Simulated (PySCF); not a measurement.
A small calculation by hand: chemical shift, span and skew from a shielding tensor

cyclopentadiene (C₅H₆), SMILES C1=CC=CC1. Atoms are numbered in the order given.

```xyz
11

C     -0.9905    -0.7318     0.0000
C      0.2850    -1.1756     0.0000
C      1.2093     0.0000     0.0000
C      0.2849     1.1756     0.0000
C     -0.9905     0.7318     0.0000
H     -1.8881    -1.3529     0.0000
H      0.6143    -2.2154     0.0000
H      1.8793     0.0000    -0.8806
H      1.8793     0.0000     0.8806
H      0.6143     2.2154     0.0000
H     -1.8881     1.3529     0.0000
```

Geometry optimised at PBE0-D3(BJ)/def2-SVP. Other conformers were not sampled.

GIAO shieldings from B3LYP/pcSseg-1 run with PySCF, non-relativistic, no solvent. The symmetric part of the tensor of C2 has the principal values -72.2, 37.7, 147.5 ppm. The same nucleus in TMS has σ = 181.3 ppm at this level (PySCF, at its B3LYP-D3(BJ)/def2-TZVP geometry).

Work out the isotropic shielding, the ¹³C shift against TMS, the span and the skew.


σ(iso) = (σ11 + σ22 + σ33)/3 = 37.7 ppm. δ = σ(ref) − σ(iso) = 181.3 − (37.7) = 143.6 ppm.
Span Ω = σ33 − σ11 = 219.7 ppm. Skew κ = 3(σ(iso) − σ22)/Ω = 0.00. Tumbling in solution averages the tensor to δ; in a static solid the shielding alone would spread this spin-1/2 line over Ω.
